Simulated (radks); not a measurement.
Q: Sn3+, 47 electrons, occupied as [Kr] 4d10 5s0.5 5p0.5 (fractional occupations, a model configuration). Calculated with a radial shooting solver on a logarithmic mesh with Libxc functionals: non-relativistic Kohn-Sham, PBE, spin-polarised, spherical densities, point nucleus; open shells are filled with parallel spins first (spin-orbit coupling, left out, can overturn this in heavy ions); relativity is left out, which matters for an element this heavy. Some entries of the table are withheld. Estimate them.

orbital  occ.  eigenvalue (hartree)  <r> (bohr)  <1/r> (bohr^-1)
1s up       1             -1029.026     0.03042            49.47
1s down     1             -1029.024     0.03042            49.47
2s up       1             -152.7543      0.1314            11.31
2s down     1             -152.7538      0.1314            11.31
2p up       3             -142.9658      0.1121            11.31
2p down     3             -142.9650      0.1121            11.31
3s up       1             -30.26289      0.3526            4.076
3s down     1             -30.26174      0.3526            4.076
3p up       3             -26.22732      0.3436            3.998
3p down     3             -26.22610      0.3436            3.998
3d up       5             -18.74418      0.3146            3.857
3d down     5             -18.74314      0.3146            3.857
4s up       1              -5.64985      0.8486            1.619
4s down     1              -5.64666      0.8482            1.620
4p up       3              -4.30788      0.8980              (1)
4p down     3              -4.30384      0.8970              (2)
4d up       5              -2.08581       1.074              (3)
4d down     5              -2.07689       1.068              (4)
5s up     0.5              -1.30173         (5)           0.5877
5s down     0              -1.26037         (6)           0.5920
5p up     0.5              -1.00479       2.503           0.5096
5p down     0              -0.95977       2.480           0.5145

A: 
(1) 4p up <1/r> (bohr^-1): 1.510
(2) 4p down <1/r> (bohr^-1): 1.511
(3) 4d up <1/r> (bohr^-1): 1.236
(4) 4d down <1/r> (bohr^-1): 1.241
(5) 5s up <r> (bohr): 2.188
(6) 5s down <r> (bohr): 2.174
